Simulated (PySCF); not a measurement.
# Nuclear quadrupole coupling in `CS/C(F)=C(/[O-])F`

C₃H₃F₂OS (charge -1).
Z-matrix (Å and degrees, GFN2-xTB, dihedral held geometry), rows numbered from 1:
```
C 
S   1  1.8203
C   2  1.7926  1   99.11
F   3  1.3857  2  114.93  1    -0.00
C   3  1.3501  2  124.58  1  -179.57
O   5  1.2207  3  134.51  2   179.90
F   5  1.4582  3  109.24  2    -0.28
H   1  1.0870  2  109.69  3    60.64
H   1  1.0860  2  106.54  3  -179.82
H   1  1.0869  2  109.71  3   -60.31
```

Field gradients from the PBE0/pcSseg-1 density (PySCF, non-relativistic), principal values in atomic units, ordered |Vxx| ≤ |Vyy| ≤ |Vzz|:

```json
{"atom": "S2", "Vxx": "0.5422", "Vyy": "2.5977", "Vzz": "-3.1399"}
{"atom": "O6", "Vxx": "-0.2588", "Vyy": "-0.8001", "Vzz": "1.0590"}
```

Question: Find the asymmetry η = (Vxx − Vyy)/Vzz and the couplings χ = eQV/h (234.96 MHz × Q in barn × V in au), with Q(33S) = −0.0678 b, Q(17O) = −0.0256 b.

Answer: 
```tsv
atom	environment	nucleus	η	χzz (MHz)	χxx (MHz)	χyy (MHz)
S2	sulfide sulfur	33S	0.65	50.02	-8.64	-41.38
O6	enolate oxygen	17O	0.51	-6.37	1.56	4.81
```

Question: What is Vzz at S2 in SI units (1 au = 9.71736 × 10²¹ V/m²)?

Answer: -3.1399 au = -30.512 × 10²¹ V/m².

Question: And the gradient at the other heavy atoms, for which no coupling is worked out here?

Answer: 
```json
{"atom": "C1", "environment": "S-methyl carbon", "Vzz (au)": "0.218", "η": "0.20"}
{"atom": "C3", "environment": "carbon bonded to C, F and S", "Vzz (au)": "-0.739", "η": "0.88"}
{"atom": "F4", "environment": "vinyl fluorine", "Vzz (au)": "3.086", "η": "0.15"}
{"atom": "C5", "environment": "vinylic C–F carbon", "Vzz (au)": "-0.420", "η": "0.91"}
{"atom": "F7", "environment": "vinyl fluorine", "Vzz (au)": "2.455", "η": "0.02"}
```

Were the hydrogens deuterons (Q(2H) = 0.00286 b), χzz would run from 213 kHz (H8 and H10) to 217 kHz (H9).

The geometry is a constrained GFN2-xTB structure with the dihedral F4–C3–S2–C1 held at 0°, isolated molecule; it need not be a minimum. The pcSseg-1 basis has no diffuse functions, a weakness for an anion. The HOMO energy is positive at this level (+0.23 eV), so the outermost electrons may be held by the finite basis alone. GFN2-xTB bond lengths can be off by several hundredths of an ångström, more for odd bonds, and the gradients follow them. With so small a basis the couplings can be 20 % off.

These values come from a run that also computed NMR shieldings. Time: 22 s of wall time. Hardware: one thread, Arm Neoverse N1, shared host.
